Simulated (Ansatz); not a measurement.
Gas-phase electronic energies from Ansatz, PBE0-D4/def2-TZVP geometries. CBS: MP2 limit from def2 TZ/QZ plus the TZ coupled-cluster correction, frozen cores. Functionals use def2-TZVPP. HSE06 is defined as in plane-wave codes. Each species was taken in one conformer, which may not be the lowest.

`BC=C=C=C` + `COC=O` → `BC(=O)OC` + `C=C=C=C`  (formal exchange of groups at a B–C bond)

```json
{"level": "PBE-D4", "ΔE (kcal/mol)": "7.5"}
{"level": "HSE06", "ΔE (kcal/mol)": "8.7"}
{"level": "BHLYP", "ΔE (kcal/mol)": "8.9"}
{"level": "CCSD(T)/def2-TZVPP", "ΔE (kcal/mol)": "8.5"}
```

Q: What does CCSD(T)/CBS give? (Estimate.)

A: The calculation gave: +8.2 kcal/mol. The listed levels differ from it by -0.7, 0.5, 0.7, 0.3 kcal/mol.

Largest T1 diagnostic among the species: 0.018.

At CCSD(T), def2-SVP lies +1.0 kcal/mol from the extrapolated value and def2-TZVPP +0.3 kcal/mol. Leaving LDA and LC-ωPBE aside and taking each functional with its dispersion term where it has one, the values, not all of them listed here, spread over 1.9 kcal/mol, from BLYP-D4 to PBE-QIDH. From BLYP to BHLYP (50 % exact exchange), in def2-TZVPP and without D4, ΔE moves by +1.5 kcal/mol.
